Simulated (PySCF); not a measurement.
**Correlation energy of Kr⁺ (krypton, charge +1)**

[Ar] 3d10 4s2 4p4 4d1, one real determinant (an excited configuration). Calculation: PySCF 2.14, in aug-cc-pVTZ-DK (7s6p4d2f, 59 functions); the spin-free X2C one-electron Hamiltonian (Gaussian nucleus). Frozen: [Ar] 3d10; 7 electrons correlated.

```json
{"level": "CCSD", "correlation energy (mhartree)": "-139.61"}
{"level": "(T)", "correlation energy (mhartree)": "-5.28"}
{"level": "CCSD(T)", "correlation energy (mhartree)": "-144.89"}
```

Diagnostics: T1 = 0.0070, D1 = 0.0211, largest double amplitude 0.116.

The real determinant used has ⟨L²⟩ near 8 against 12 for a pure F term, so it mixes terms. The outer electron is Rydberg-like, and this basis confines it to a smaller radius and binds it less than a complete one would.

Cost of the coupled-cluster step: about 1.6 core-seconds, for 7 correlated electrons.

The reference is one real determinant that mixes LS terms of this configuration.
